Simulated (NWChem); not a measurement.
# C$_{3}$H$_{2}$F$_{2}$; SMILES FC(=C=C)F

Results from NWChem. Pople sets run with spherical d functions. The level has its own optimisation; frequencies are unscaled. Brackets give each atom's bonded neighbours.

Question: Estimate the computed values for Hartree-Fock/6-31G*. Quantities: r C–C [C(CC)–C(CHH)] (Å); r C–H (Å); r C–C [C(CC)–C(CFF)] (Å); r C–F (Å); highest harmonic frequency (cm⁻¹); lowest (cm⁻¹); zero-point energy (kcal/mol); dipole (D).

Answer: 
- r C–C [C(CC)–C(CHH)] (Å): 1.295
- r C–H (Å): 1.076
- r C–C [C(CC)–C(CFF)] (Å): 1.286
- r C–F (Å): 1.308
- highest harmonic frequency (cm⁻¹): 3400
- lowest (cm⁻¹): 198
- zero-point energy (kcal/mol): 28.2
- dipole (D): 2.07
